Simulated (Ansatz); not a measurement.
Ansatz (a first-principles code) input (HF/6-31G*):

Ansatz 0.2 input:
```yaml
crystal:
  periodic: [false, false, false]
  atoms:
    - {symbol: O, position_ang: [-1.26086241, -0.78307349, -0.05683635]}
    - {symbol: B, position_ang: [-0.17650904, -0.10962302, -0.00795656]}
    - {symbol: O, position_ang: [-0.11286221, 1.35319323, 0.00031994]}
    - {symbol: O, position_ang: [1.16142137, -0.70197318, 0.04694635]}
    - {symbol: H, position_ang: [0.74460991, 1.66252637, 0.30457658]}
    - {symbol: H, position_ang: [1.83636129, -0.05958372, -0.18823320]}
basis:
  gaussian:
    orbitals: 6-31G*
hamiltonian:
  xc: {name: HF}
total_charge: -1
relax: {f_tol: 0.003, max_steps: 120}
```

**Question.** Predict the final energy.

**Answer.** -250.55298 Eh.
